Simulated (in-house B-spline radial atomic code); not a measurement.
Removal energies of one electron outside the [Ar] 3d10 core along the 29-electron series, with the parts due to correlation (partial-wave tail included) and to Breit and QED terms, both contained in the total; recoil is left out. Computed with an all-electron radial atomic-structure program (B-spline basis): frozen-core Dirac-Hartree-Fock with a screened correlation potential.

```
  ion   Z  removal energy of 4s1/2 (eV)  correlation part of 4s1/2 (eV)  Breit and QED part of 4s1/2 (eV)  removal energy of 5d3/2 (eV)  correlation part of 5d3/2 (eV)  Breit and QED part of 5d3/2 (eV)
Gd35+  64                       1532.29                          1.7353                           -1.7098                        796.99                         0.88848                          -0.29845
Tb36+  65                             ?                               ?                                 ?                             ?                               ?                                 ?
Dy37+  66                       1691.61                          1.7613                           -1.9653                        884.52                         0.91118                          -0.34835
Ho38+  67                       1774.41                          1.7741                            -2.103                        929.99                         0.92214                          -0.37523
Er39+  68                       1859.35                          1.7869                           -2.2473                        976.61                         0.93284                          -0.40349
Tm40+  69                       1946.42                          1.7997                           -2.3988                       1024.37                         0.94332                          -0.43311
Yb41+  70                             ?                               ?                                 ?                             ?                               ?                                 ?
Lu42+  71                       2127.08                          1.8251                           -2.7237                       1123.33                         0.96365                          -0.49665
```

Fill in the row of Tb36+.

removal energy of 4s1/2 (eV): 1610.91; correlation part of 4s1/2 (eV): 1.7481; Breit and QED part of 4s1/2 (eV): -1.8345; removal energy of 5d3/2 (eV): 840.19; correlation part of 5d3/2 (eV): 0.89996; Breit and QED part of 5d3/2 (eV): -0.32275.

Fill in the row of Yb41+.

removal energy of 4s1/2 (eV): 2035.66; correlation part of 4s1/2 (eV): 1.8122; Breit and QED part of 4s1/2 (eV): -2.5575; removal energy of 5d3/2 (eV): 1073.28; correlation part of 5d3/2 (eV): 0.95357; Breit and QED part of 5d3/2 (eV): -0.46415.
